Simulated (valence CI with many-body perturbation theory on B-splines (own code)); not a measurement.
**E1 transitions of Pm⁴⁷⁺**

Computed by valence CI with perturbative core correlation (CI+MBPT): four valence electrons over a frozen Dirac-Fock core [Ne], radial functions for each j: 11 s, 11 p, 10 d, 8 f, 5 g, 2 h, with the one-electron correlation potential Σ1, the two-electron term Σ2, the three-electron term Σ3, Breit, model QED; selected CI, second order for the rest, scaled by the run's own slope (own B-spline code, finite nucleus).

No measured spectrum was set against this ion. As an estimate, large intervals hold to a few tenths of a per cent, small ones and those within an open d or f shell to about a per cent. Among the levels kept, up to 550 cm⁻¹ of a level comes from second order outside the variational space, and about a tenth of that is noise between levels of different J, which matters for small intervals.

Lines 1 to 50 of 556 in falling wavelength, among levels below 68.470 Ry, chosen from the strongest by gf and those to the six lowest levels. Wavelengths and rates use the calculated energies. Electric multipoles are in the length gauge, E1 and E2 with the static RPA response of the core. Weak lines are less certain than strong ones. Lines between different terms over intervals too small for the method are left out, as are lines whose strength nearly cancels. The highest levels of a list are the least certain.

Levels are named by their leading jj configuration (3d3/2^4 stands for four electrons in 3d with j = 3/2), which in mixed levels can hold well under half, so a name can repeat and another be missing. Letters in brackets count levels of one name in rising energy.

| λ vac (nm) | Upper | Lower | A (s⁻¹) | S (a.u.) with core polarisation | S without |
| --- | --- | --- | --- | --- | --- |
| 50.98 | (3s^2 3p3/2^2) J=2 | (3s 3p1/2^2 3p3/2) J=2 | 9.42e+05 | 3.08e-04 | 3.13e-04 |
| 21.97 | (3s^2 3p1/2 3d3/2) J=1 | (3s^2 3p3/2^2) J=2 | 1.01e+07 | 1.58e-04 | 1.61e-04 |
| 18.08 | (3s^2 3p1/2 3d5/2) J=2 | (3s^2 3p3/2^2) J=2 | 6.93e+07 | 1.01e-03 | 1.03e-03 |
| 17.63 | (3s^2 3p1/2 3d5/2) J=3 | (3s^2 3p3/2^2) J=2 | 4.38e+07 | 8.28e-04 | 8.45e-04 |
| 12.91 | (3s 3p1/2 3d3/2 3d5/2) J=4 [a] | (3s^2 3d3/2 3d5/2) J=3 | 3.46e+09 | 3.30e-02 | 3.36e-02 |
| 12.46 | (3s 3p1/2 3p3/2 3d3/2) J=4 | (3s^2 3p3/2 3d3/2) J=3 | 4.65e+09 | 4.00e-02 | 4.08e-02 |
| 11.85 | (3p1/2 3p3/2^2 3d3/2) J=4 | (3s 3p3/2^2 3d3/2) J=3 [b] | 4.28e+09 | 3.16e-02 | 3.22e-02 |
| 11.76 | (3s 3p1/2 3d3/2 3d5/2) J=5 | (3s^2 3d3/2 3d5/2) J=4 | 8.33e+09 | 7.36e-02 | 7.50e-02 |
| 11.28 | (3s 3p1/2 3p3/2^2) J=2 [a] | (3s^2 3p3/2^2) J=2 | 6.72e+08 | 2.38e-03 | 2.43e-03 |
| 11.24 | (3p1/2 3p3/2^2 3d5/2) J=5 | (3s 3p3/2^2 3d5/2) J=4 [b] | 9.21e+09 | 7.10e-02 | 7.23e-02 |
| 11.01 | (3s 3p1/2 3d3/2 3d5/2) J=3 [b] | (3s^2 3d3/2 3d5/2) J=3 | 5.74e+09 | 2.65e-02 | 2.70e-02 |
| 10.67 | (3s 3p1/2^2 3p3/2) J=2 | (3s^2 3p1/2 3p3/2) J=2 | 6.02e+09 | 1.80e-02 | 1.84e-02 |
| 10.60 | (3s 3p1/2 3d3/2 3d5/2) J=3 [c] | (3s^2 3d3/2 3d5/2) J=2 | 6.27e+09 | 2.58e-02 | 2.63e-02 |
| 10.52 | (3s 3p1/2 3p3/2 3d5/2) J=5 | (3s^2 3p3/2 3d5/2) J=4 | 1.18e+10 | 7.44e-02 | 7.57e-02 |
| 10.35 | (3s 3p1/2 3p3/2 3d5/2) J=4 [c] | (3s^2 3p3/2 3d5/2) J=3 | 5.98e+09 | 2.95e-02 | 3.00e-02 |
| 10.33 | (3p1/2^2 3d3/2^2) J=2 | (3s 3p1/2 3d3/2^2) J=1 [a] | 1.12e+10 | 3.05e-02 | 3.11e-02 |
| 10.26 | (3s 3p1/2 3d5/2^2) J=3 [a] | (3s^2 3d5/2^2) J=2 | 1.27e+10 | 4.73e-02 | 4.81e-02 |
| 10.25 | (3s 3p1/2 3d3/2 3d5/2) J=4 [c] | (3s^2 3d3/2 3d5/2) J=4 | 6.72e+09 | 3.21e-02 | 3.27e-02 |
| 10.22 | (3s 3p1/2 3p3/2^2) J=3 | (3s^2 3p3/2^2) J=2 | 7.64e+09 | 2.82e-02 | 2.87e-02 |
| 10.22 | (3s 3p1/2 3d5/2^2) J=5 | (3s^2 3d5/2^2) J=4 | 1.45e+10 | 8.39e-02 | 8.54e-02 |
| 10.21 | (3p1/2^2 3p3/2 3d5/2) J=3 | (3s 3p1/2 3p3/2 3d5/2) J=3 [d] | 7.73e+09 | 2.84e-02 | 2.90e-02 |
| 10.17 | (3s 3p1/2 3p3/2 3d5/2) J=3 [a] | (3s^2 3p3/2 3d5/2) J=2 | 6.85e+09 | 2.49e-02 | 2.54e-02 |
| 10.08 | (3s 3p1/2^2 3d5/2) J=3 | (3s^2 3p1/2 3d5/2) J=3 | 8.66e+09 | 3.06e-02 | 3.12e-02 |
| 10.06 | (3p1/2^2 3p3/2 3d5/2) J=4 | (3s 3p1/2 3p3/2 3d5/2) J=3 [c] | 1.16e+10 | 5.26e-02 | 5.35e-02 |
| 10.02 | (3s 3p1/2^2 3p3/2) J=2 | (3s^2 3p1/2 3p3/2) J=1 | 7.89e+09 | 1.96e-02 | 2.00e-02 |
| 9.990 | (3s 3p1/2 3p3/2 3d3/2) J=3 [c] | (3s^2 3p3/2 3d3/2) J=3 | 7.20e+09 | 2.48e-02 | 2.53e-02 |
| 9.940 | (3s 3p1/2^2 3d5/2) J=3 | (3s^2 3p1/2 3d5/2) J=2 | 1.33e+10 | 4.53e-02 | 4.61e-02 |
| 9.801 | (3s 3p1/2^2 3d3/2) J=1 | (3s^2 3p1/2 3d3/2) J=2 | 1.70e+10 | 2.37e-02 | 2.41e-02 |
| 9.755 | (3p1/2 3p3/2^2 3d5/2) J=4 [b] | (3s 3p3/2^2 3d5/2) J=3 [a] | 7.99e+09 | 3.30e-02 | 3.35e-02 |
| 9.702 | (3s 3p1/2 3d5/2^2) J=2 [b] | (3s^2 3d5/2^2) J=2 | 1.33e+10 | 2.99e-02 | 3.04e-02 |
| 9.696 | (3p1/2^2 3p3/2 3d3/2) J=3 | (3s 3p1/2 3p3/2 3d3/2) J=3 [c] | 1.10e+10 | 3.45e-02 | 3.52e-02 |
| 9.655 | (3p1/2 3p3/2^2 3d5/2) J=3 [b] | (3s 3p3/2^2 3d5/2) J=2 [a] | 9.89e+09 | 3.08e-02 | 3.13e-02 |
| 9.637 | (3p1/2 3p3/2^2 3d3/2) J=4 | (3s 3p3/2^2 3d3/2) J=4 | 9.38e+09 | 3.73e-02 | 3.80e-02 |
| 9.554 | (3p1/2^2 3p3/2 3d3/2) J=2 | (3s 3p1/2 3p3/2 3d3/2) J=2 [c] | 1.17e+10 | 2.52e-02 | 2.57e-02 |
| 9.549 | (3p1/2 3p3/2^2 3d5/2) J=2 [a] | (3s 3p3/2^2 3d5/2) J=3 [b] | 1.25e+10 | 2.69e-02 | 2.74e-02 |
| 9.436 | (3p1/2 3p3/2^2 3d5/2) J=2 [c] | (3s 3p3/2^2 3d5/2) J=3 [c] | 1.34e+10 | 2.78e-02 | 2.83e-02 |
| 9.415 | (3s 3p1/2^2 3d3/2) J=2 | (3s^2 3p1/2 3d3/2) J=2 | 1.28e+10 | 2.63e-02 | 2.68e-02 |
| 9.397 | (3s 3p1/2 3d5/2^2) J=4 [b] | (3s^2 3d5/2^2) J=4 | 1.35e+10 | 4.97e-02 | 5.06e-02 |
| 9.336 | (3s 3p1/2 3d3/2 3d5/2) J=3 [d] | (3s^2 3d3/2 3d5/2) J=4 | 1.32e+10 | 3.72e-02 | 3.78e-02 |
| 9.326 | (3p1/2^2 3p3/2 3d5/2) J=4 | (3s 3p1/2 3p3/2 3d5/2) J=4 [b] | 7.05e+09 | 2.54e-02 | 2.59e-02 |
| 9.325 | (3s 3p1/2 3p3/2 3d5/2) J=3 [d] | (3s^2 3p3/2 3d5/2) J=3 | 1.16e+10 | 3.26e-02 | 3.32e-02 |
| 9.273 | (3s 3p1/2^2 3d5/2) J=2 | (3s^2 3p1/2 3d5/2) J=3 | 1.96e+10 | 3.86e-02 | 3.93e-02 |
| 9.259 | (3p1/2 3p3/2^2 3d3/2) J=3 [a] | (3s 3p3/2^2 3d3/2) J=3 [a] | 1.23e+10 | 3.37e-02 | 3.43e-02 |
| 9.250 | (3p1/2^2 3d3/2 3d5/2) J=3 | (3s 3p1/2 3d3/2 3d5/2) J=3 [b] | 2.58e+10 | 7.06e-02 | 7.19e-02 |
| 9.250 | (3s 3p1/2 3d5/2^2) J=3 [b] | (3s^2 3d5/2^2) J=4 | 1.50e+10 | 4.11e-02 | 4.19e-02 |
| 9.222 | (3p1/2^2 3d3/2^2) J=0 | (3s 3p1/2 3d3/2^2) J=1 [b] | 6.61e+10 | 2.56e-02 | 2.60e-02 |
| 9.188 | (3p1/2^2 3p3/2 3d5/2) J=2 | (3s 3p1/2 3p3/2 3d5/2) J=2 [b] | 1.65e+10 | 3.16e-02 | 3.21e-02 |
| 8.972 | (3p1/2 3p3/2^3) J=2 | (3s 3p3/2^3) J=2 | 1.31e+10 | 2.34e-02 | 2.38e-02 |
| 8.915 | (3s 3p1/2^2 3p3/2) J=1 | (3s^2 3p1/2 3p3/2) J=2 | 2.35e+10 | 2.47e-02 | 2.51e-02 |
| 8.815 | (3s 3p1/2 3p3/2^2) J=1 [a] | (3s^2 3p3/2^2) J=2 | 7.93e+09 | 8.05e-03 | 8.19e-03 |
